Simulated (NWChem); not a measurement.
# SbHCl$_{2}$; SMILES [Cl][SbH][Cl]

Program: NWChem. Medium grid unless said otherwise, to which SCAN and Minnesota functionals are sensitive. All runs use the structure optimised with PBE-D3(BJ)/def2-SVP. def2 effective core potentials on Sb; no spin-orbit coupling. Hybrids' shares of exact exchange are those that their runs print; pure functionals count as 0. The functionals differ in more than this share.

| row | share of exact exchange | orbital gap (eV) |
|---|---|---|
| PBE/def2-SVP | 0.00 | 3.97 |
| MN15-L/def2-SVP | 0.00 | 4.67 |
| B3LYP/def2-SVP | 0.20 | withheld |
| PBE0/def2-SVP | 0.25 | 5.93 |
| MPW1K/def2-SVP | 0.43 | 7.35 |

Q: Fit a straight line of the last column on the one before it, predict the withheld value, and compare with the run.

A: 
1. Means of the 4 shown rows: x = 0.170, y = 5.480. Slope Σ(x − x̄)(y − ȳ)/Σ(x − x̄)² = 0.9166/0.1318 = 6.954; intercept 4.298.
2. The shown rows scatter about the line by 0.256 (root mean square); the largest residual is +0.37, at MN15-L/def2-SVP.
3. At x = 0.20 (B3LYP/def2-SVP; inside the shown range) the line gives 5.69.
4. The run gives 5.51, -0.18 from the line, 0.7 times the scatter.
